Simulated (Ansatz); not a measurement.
A run on C₄H₉Cl₃Sn, SMILES `C[C](C)(C)[Sn]([Cl])([Cl])[Cl]` with other settings.

```yaml
crystal:
  periodic: [false, false, false]
  atoms:
    - {symbol: C, position_ang: [1.375741, 0.835443, 0.201613]}
    - {symbol: C, position_ang: [0.161846, -0.079557, 0.209105]}
    - {symbol: C, position_ang: [0.548960, -1.525917, -0.053494]}
    - {symbol: C, position_ang: [-0.638239, 0.061839, 1.493860]}
    - {symbol: Sn, position_ang: [-1.122750, 0.546430, -1.418892]}
    - {symbol: Cl, position_ang: [-1.832207, 2.742505, -1.181605]}
    - {symbol: Cl, position_ang: [-0.058071, 0.411943, -3.475788]}
    - {symbol: Cl, position_ang: [-3.036535, -0.755467, -1.576248]}
    - {symbol: H, position_ang: [2.047259, 0.541787, 1.017590]}
    - {symbol: H, position_ang: [1.103244, 1.881660, 0.360084]}
    - {symbol: H, position_ang: [1.939945, 0.762741, -0.731289]}
    - {symbol: H, position_ang: [-0.321179, -2.186266, -0.080094]}
    - {symbol: H, position_ang: [1.201722, -1.871993, 0.757134]}
    - {symbol: H, position_ang: [1.098912, -1.640850, -0.990662]}
    - {symbol: H, position_ang: [-0.011576, -0.248515, 2.338827]}
    - {symbol: H, position_ang: [-1.529308, -0.570570, 1.495324]}
    - {symbol: H, position_ang: [-0.946864, 1.094283, 1.674733]}
basis:
  gaussian: {orbitals: ANO-RCC-VTZP}
magnetization: {spin_polarized: true, initial_magnetization: 2}
hamiltonian: {xc: {name: HF}}
correlation: {method: ccsd_t, diis_vectors: 4}
```

```sh
$ ansatz run in.yaml --threads 4 --pin off --events-out ev --progress --plain --max-ram 66560MiB --backend cuda --devices 0, --max-vram 37GiB
```

Shortened log:

```
Functional definition: HF
2575 factors; integrals over basis functions are off by at most 1.0e-3 eV
mean field evaluation 1: about -209885.2395 eV, gradient 2.8e1 eV
mean field evaluation 2: about -209885.4170 eV, gradient 2.8e1 eV
mean field evaluation 4: about -209890.2565 eV, gradient 4.3e0 eV
mean field evaluation 8: about -209890.4331 eV, gradient 6.5e-1 eV
mean field evaluation 16: about -209890.4451 eV, gradient 1.9e-6 eV
mean field -209890.44507059 eV, -7713.3315874908 hartree, gradient 2.1e-6 eV, S^2 2.025860; 5 other end points of the search recorded, 0 dependent functions left out
determinant -209890.44507059 eV, -7713.3315874908 hartree, with singles and doubles -209941.43017171 eV, -7715.2052553978 hartree
determinant -209888.14574854 eV, -7713.2470889641 hartree, with singles and doubles -209939.92616345 eV, -7715.1499841140 hartree
determinant -209888.08946805 eV, -7713.2450206940 hartree, with singles and doubles -209939.95633528 eV, -7715.1510929082 hartree
37 core orbitals not correlated: weight in the atoms' cores, before any rotation towards them, 1.000 or more for the frozen orbitals, at most 0.000 for the correlated occupied ones
reference -209890.44507059 eV, -7713.3315874908 hartree; 31, 29 occupied and 348, 350 virtual orbitals, 2575 factors
second order -49.35979830 eV of doubles, -0.00000000 eV of singles
cycle   1  -50.56642692 eV  change    -2.2e0 eV  update   3.3e-2
cycle   2  -50.63679409 eV  change   -7.0e-2 eV  update   8.5e-3
cycle   3  -50.63391819 eV  change    2.9e-3 eV  update   6.0e-3
cycle   4  -50.63639755 eV  change   -2.5e-3 eV  update   3.6e-3
cycle   5  -50.63874484 eV  change   -2.3e-3 eV  update   2.7e-3
cycle   6  -50.64001242 eV  change   -1.3e-3 eV  update   1.1e-3
cycle   7  -50.64058993 eV  change   -5.8e-4 eV  update   7.4e-4
cycle   8  -50.64082239 eV  change   -2.3e-4 eV  update   2.9e-4
cycle   9  -50.64075478 eV  change    6.8e-5 eV  update   2.0e-4
cycle  10  -50.64069427 eV  change    6.1e-5 eV  update   7.8e-5
cycle  11  -50.64068938 eV  change    4.9e-6 eV  update   4.3e-5
perturbative correction -2.14381660 eV, -0.0787838069 hartree
Total energy: -209943.22957658 eV, -7715.2713823071 hartree
Relativity: scalar
```

Run time 3.9 min (4 threads of an AMD EPYC 7R13 on a shared host and a share of an NVIDIA H100 80 GB); peak host memory 6.1 GiB.
